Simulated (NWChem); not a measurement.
System meant: SbH3Te; SMILES [SbH2][TeH]

Input file for NWChem:

```
start job
memory heap 200 mb stack 900 mb global 1100 mb
geometry units angstroms noautoz
  Sb    -0.008818     1.348893    -0.004281
  H     -1.243513     1.449312     1.184811
  H     -1.184968     1.460308    -1.250683
  Te     0.004303    -1.426629    -0.010801
  H      1.668455    -1.432471     0.007828
end
basis spherical
  Sb library def2-svp
  H library def2-svp
  Te library def2-svp
end
dft
  xc pbe0
  iterations 150
  mulliken
end
task dft energy
```

End of the output:

```
             Grid Information
             ----------------
          Grid used for XC integration:  medium
          Radial quadrature: Mura-Knowles
          Angular quadrature: Lebedev.
          Tag              B.-S. Rad. Rad. Pts. Rad. Cut. Ang. Pts.
          ---              ---------- --------- --------- ---------
          Sb                  1.45      123          10.0       590
          H                   0.35       45          11.0       434
          Te                  1.40      123          10.0       590
          Grid pruning is: on
          Number of quadrature shells:   381
          Spatial weights used:  Erf1

          Convergence Information
          -----------------------
          Convergence aids based upon iterative change in
          total energy or number of iterations.
          Levelshifting, if invoked, occurs when the
          HOMO/LUMO gap drops below (HL_TOL):  1.00D-02
          DIIS, if invoked, will attempt to extrapolate
          using up to (NFOCK): 10 stored Fock matrices.

                    Damping( 0%)  Levelshifting(0.5)       DIIS
                  --------------- ------------------- ---------------
          dE  on:    start            ASAP                start
          dE off:    2 iters        150 iters           150 iters

      Screening Tolerance Information
      -------------------------------
          Density screening/tol_rho:  1.00D-10
          AO Gaussian exp screening on grid/accAOfunc:  14
          CD Gaussian exp screening on grid/accCDfunc:  20
          XC Gaussian exp screening on grid/accXCfunc:  20
          Schwarz screening/accCoul:  1.00D-08

      Superposition of Atomic Density Guess
      -------------------------------------

      charge =      51.0 Sb (Antinomy)

      symmetry species            s     p     d     f
      number of basis functions =10     7     6
      number of cont. functions = 4     4     2
      number of closed shells   = 5     3     2
      number of open shells     = 0     1     0
      open shell occupation     = 0     3     0
 ------------------------------------------------------------------------
 atomscf:atomd: error in atom scf                   0
 ------------------------------------------------------------------------
 ------------------------------------------------------------------------
  current input line :
    20: task dft energy
 ------------------------------------------------------------------------
 ------------------------------------------------------------------------
 This error has not yet been assigned to a category
 ------------------------------------------------------------------------
 For more information see the NWChem manual at https://nwchemgit.github.io

0:atomscf:atomd: error in atom scf:Received an Error in Communication
```

Can this run be used? If not, why, and what is the fix?

The program stopped with an error. Cause: the def2 basis of a heavy element holds valence functions alone and wants its effective core potential (without it all electrons must fit into that basis). This input runs:
```
start job
memory heap 200 mb stack 900 mb global 1100 mb
geometry units angstroms noautoz
  Sb    -0.008818     1.348893    -0.004281
  H     -1.243513     1.449312     1.184811
  H     -1.184968     1.460308    -1.250683
  Te     0.004303    -1.426629    -0.010801
  H      1.668455    -1.432471     0.007828
end
basis spherical
  * library def2-svp
end
ecp
  Sb library def2-ecp
  Te library def2-ecp
end
dft
  xc pbe0
  iterations 150
  mulliken
end
task dft energy
```
It converges to -510.08216 Ha (PBE0/def2-SVP with def2 effective core potentials on Sb, Te).
